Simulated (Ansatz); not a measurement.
Computed with Ansatz on PBE0-D4/def2-TZVP structures; ΔE is electronic, products minus reactants. CCSD(T)/CBS adds triple-zeta CCSD(T) − MP2 to the extrapolated MP2 energy (def2 sets, frozen cores). This one scheme is used for every species. DFT in def2-TZVPP. For Ga, Se outer-core shells are correlated without core-valence functions, which leaves a few kJ/mol of doubt a bond. Scalar relativity is left out up to krypton.

`[BH2][GaH2]` + H₂Se → `[GaH2][SeH]` + BH₃  (cleavage of the Ga–B bond)

```
             level  ΔE (kcal/mol)
          PBE-QIDH          -31.4
            revPBE          -27.8
RPA@PBE/def2-TZVPP          -29.7
  CCSD(T)/def2-SVP          -30.5
```

Question: What does CCSD(T)/CBS give? (Best estimate.)

Answer: Ansatz gave: -30.5 kcal/mol. The listed levels differ from it by -0.9, 2.7, 0.8, 0.0 kcal/mol.

Question: What do rigid-rotor, harmonic-oscillator terms from PBE0-D4/def2-TZVP frequencies (298.15 K, 1 bar) make of the CCSD(T)/CBS value? (An estimate is asked.)

Answer: Ansatz gave: ΔZPE = +1.3 kcal/mol, ΔH = -29.3 kcal/mol, ΔS = -9 J/(mol·K), ΔG = -28.6 kcal/mol.

Largest T1 diagnostic among the species: 0.014.

Leaving LDA and LC-ωPBE aside and taking each functional with its dispersion term where it has one, the values, not all of them listed here, spread over 4.2 kcal/mol, from BHLYP-D4 to revPBE-D4. LDA lies +1.2 kcal/mol from PBE without D4. From PBE to PBE0 (25 % exact exchange), in def2-TZVPP and without D4, ΔE moves by −1.5 kcal/mol. In def2-TZVPP, CCSD(T) changes the Hartree–Fock value by +3.3 kcal/mol (the triples alone add −0.1 kcal/mol) and MP2 by +0.9 kcal/mol.
